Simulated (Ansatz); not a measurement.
The cluster Li₇⁻. Total charge -1; singlet. Geometry PBE/def2-TZVPD; atoms count from 1.

```xyz
7

Li   -0.631   -0.071    1.793
Li    1.174   -2.029    0.621
Li   -1.039   -1.182   -1.068
Li   -2.890    0.799    0.102
Li   -0.208    1.773   -0.659
Li    1.594   -0.197   -1.817
Li    2.000    0.907    1.027
```

The restricted singlet is unstable towards broken spin symmetry in Hartree–Fock (as tested in another run); at PBE0/def2-TZVPD this wasn't settled. Another isomer (singlet) lies 0.04 eV lower at PBE0/def2-TZVPD; other spin states weren't run for this one.

Estimate the Mulliken populations from the PBE0/def2-TZVPD orbitals of Ansatz.


```json
{"atom": "Li1", "charge (e)": "-0.09"}
{"atom": "Li2", "charge (e)": "-0.15"}
{"atom": "Li3", "charge (e)": "-0.09"}
{"atom": "Li4", "charge (e)": "-0.26"}
{"atom": "Li5", "charge (e)": "-0.09"}
{"atom": "Li6", "charge (e)": "-0.15"}
{"atom": "Li7", "charge (e)": "-0.15"}
```
Mulliken values and Mayer orders depend strongly on the basis. With diffuse functions, as here, like atoms can get unlike values, and bond orders can come out too low or too high.

And the Mayer bond orders between bonded heavy atoms (over 0.3)?

Li1–Li2 0.32 (2.91 Å); Li1–Li4 0.35 (2.95 Å); Li1–Li7 0.32 (2.91 Å); Li2–Li3 0.32 (2.91 Å); Li2–Li6 0.31 (3.08 Å); Li2–Li7 0.31 (3.08 Å); Li3–Li4 0.35 (2.95 Å); Li3–Li6 0.32 (2.91 Å); Li4–Li5 0.35 (2.95 Å); Li5–Li6 0.32 (2.91 Å); Li5–Li7 0.32 (2.91 Å); Li6–Li7 0.31 (3.08 Å).
